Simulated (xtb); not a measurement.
A run for xtb: GFN-FF on H4SSi2 (SMILES [SiH3][Si]S), a point of a torsion scan.

```
$ xtb mol.xyz --gfnff --sp --chrg 0 --uhf 0
7

Si     1.00134501    -0.15991474     0.17704495
Si    -0.27141659     1.76455588     0.10555117
S     -2.22343215     1.18648043     0.93479331
H      0.67714768    -1.04419331    -0.95425584
H      2.38462979     0.29412138    -0.02492861
H      1.04363271    -1.07167537     1.33226697
H     -2.02612372    -0.08624558     1.25433079
```

The log:

```
[...]
           -------------------------------------------------
          |                Calculation Setup                |
           -------------------------------------------------



          ==================== Thresholds ====================
          CN  :   150.00000
          rep :   500.00000
          disp:  2500.00000
          HB1 :   250.00000
          HB2 :   450.00000

          Pauling EN used:
          Z : 1  EN :  2.20
          Z :14  EN :  1.90
          Z :16  EN :  2.58
          electric field strengths (au): 0.000

           -------------------------------------------------
          |           Force Field Initialization            |
           -------------------------------------------------

          distances ...
          ----------------------------------------
          generating topology and atomic info file ...
          pair mat ...
          computing topology distances matrix with Floyd-Warshall algo ...
          making topology EEQ charges ...
          #fragments for EEQ constrain: 1
          ----------------------------------------
          generating topology and atomic info file ...
          pair mat ...
          computing topology distances matrix with Floyd-Warshall algo ...
          making topology EEQ charges ...
          #fragments for EEQ constrain: 1
          rings ...
          # BATM   14
          # H in HB   4
          doing iterative Hueckel for 1 subsystem(s) ...

  atom   neighbors  erfCN metchar sp-hybrid imet pi  qest     coordinates
    1  Si      4    3.43   0.04         3    0    0   0.028    1.892268   -0.302195    0.334566
    2  Si      2    1.88   0.06         2    0    0   0.053   -0.512903    3.334527    0.199463
    3  S       2    1.91   0.00         3    0    0  -0.164   -4.201678    2.242123    1.766503
    4  H       1    0.96   0.01         0    0    0   0.006    1.279624   -1.973239   -1.803282
    5  H       1    0.96   0.01         0    0    0   0.006    4.506297    0.555809   -0.047108
    6  H       1    0.96   0.01         0    0    0   0.006    1.972180   -2.025173    2.517620
    7  H       1    0.98   0.00         0    0    0   0.064   -3.828819   -0.162981    2.370342

          #atoms :   7
          #bonds :   6
          #angl  :   8
          #tors  :   4
          #nmol  :   1
          #optfrag :   1
           -------------------------------------------------
          |                   G F N - F F                   |
          |          A general generic force-field          |
          |                  Version 1.0.3                  |
           -------------------------------------------------
          Number of HB bonds (bound hydrogen)     24
          Number of HB bonds (unbound hydrogen)   24
          Number of XB bonds                      0

 E+G (total)                   0 d,  0 h,  0 min,  0.000 sec
 distance/D3 list               ...        0 min,  0.000 sec (  0.837%)
 non bonded repulsion           ...        0 min,  0.000 sec ( 14.481%)
 dCN                            ...        0 min,  0.000 sec (  4.427%)
 EEQ energy and q               ...        0 min,  0.000 sec ( 12.231%)
 D3                             ...        0 min,  0.000 sec ( 11.979%)
 EEQ gradient                   ...        0 min,  0.000 sec (  4.580%)
 bonds                          ...        0 min,  0.000 sec (  5.304%)
 bend and torsion               ...        0 min,  0.000 sec (  8.366%)
 bonded ATM                     ...        0 min,  0.000 sec (  4.854%)
 HB/XB (incl list setup)        ...        0 min,  0.000 sec ( 27.847%)

         :::::::::::::::::::::::::::::::::::::::::::::::::::::
Note: The following floating-point exceptions are signalling: IEEE_UNDERFLOW_FLAG IEEE_DENORMAL
normal termination of xtb
         ::                     SUMMARY                     ::
         :::::::::::::::::::::::::::::::::::::::::::::::::::::
         :: total energy              -0.591278058481 Eh    ::
         :: gradient norm              0.031189734412 Eh/a0 ::
         ::.................................................::
         :: bond energy               -0.617542397556 Eh    ::
         :: angle energy               0.013303980069 Eh    ::
         :: torsion energy             0.000036011818 Eh    ::
         :: repulsion energy           0.022306523734 Eh    ::
         :: electrostat energy        -0.005633446783 Eh    ::
         :: dispersion energy         -0.003715670731 Eh    ::
         :: HB energy                 -0.000001955640 Eh    ::
         :: XB energy                  0.000000000000 Eh    ::
         :: bonded atm energy         -0.000031103392 Eh    ::
         :: external energy            0.000000000000 Eh    ::
         :: add. restraining           0.000000000000 Eh    ::
         :: total charge               0.000000000000 e     ::
         :::::::::::::::::::::::::::::::::::::::::::::::::::::

           -------------------------------------------------
          |                Property Printout                |
           -------------------------------------------------

molecular dipole:
                 x           y           z       tot (Debye)
 q only:        0.575      -0.268      -0.124       1.642

           -------------------------------------------------
          | TOTAL ENERGY               -0.591278058481 Eh   |
          | GRADIENT NORM               0.031189734412 Eh/α |
           -------------------------------------------------
########################################################################
[WARNING] Runtime exception occurred
-1- gfnff_setup: Could not read topology file.
########################################################################

------------------------------------------------------------------------
------------------------------------------------------------------------
 total:
 SCF:
```

The run finished.

Cost: roughly 0.03 core-seconds.
